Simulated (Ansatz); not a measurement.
One change: `C#C[SiH2][AlH][Cl]` becomes `O[SiH2][AlH][Cl]`.

Ansatz, PBE0-D4/def2-TZVP geometries, multiplicity 1. Each molecule was computed in one conformer, which needn't be the lowest.

```json
{"property": "size of the dipole moment (B3LYP/def2-TZVPP) / D", "`C#C[SiH2][AlH][Cl]`": "1.54"}
{"property": "HOMO energy (ωB97M-V/def2-TZVPP) / eV", "`C#C[SiH2][AlH][Cl]`": "-9.53"}
{"property": "zero-point energy (PBE0-D4/def2-TZVP) / kJ/mol", "`C#C[SiH2][AlH][Cl]`": "117.0"}
{"property": "HOMO–LUMO gap (PBE/def2-TZVPP) / eV", "`C#C[SiH2][AlH][Cl]`": "3.67"}
{"property": "HOMO–LUMO gap (PBE0/def2-TZVPP) / eV", "`C#C[SiH2][AlH][Cl]`": "5.50"}
{"property": "HOMO energy (PBE/def2-TZVPP) / eV", "`C#C[SiH2][AlH][Cl]`": "-6.46"}
```

Q: What does the change do to each property? (An estimate is asked.)

A: Ansatz gave: 
| property | `O[SiH2][AlH][Cl]` | shift |
| --- | --- | --- |
| size of the dipole moment (B3LYP/def2-TZVPP) / D | 1.19 | -0.35 |
| HOMO energy (ωB97M-V/def2-TZVPP) / eV | -9.60 | -0.07 |
| zero-point energy (PBE0-D4/def2-TZVP) / kJ/mol | 103.7 | -13.3 |
| HOMO–LUMO gap (PBE/def2-TZVPP) / eV | 3.67 | 0.00 |
| HOMO–LUMO gap (PBE0/def2-TZVPP) / eV | 5.54 | 0.04 |
| HOMO energy (PBE/def2-TZVPP) / eV | -6.46 | 0.00 |

The zero-point energy changes by -13.3 kJ/mol with -3 modes. Dipoles are sizes alone; their direction can turn.

B3LYP here is the variant with VWN-RPA as its local correlation; programs differ in this.
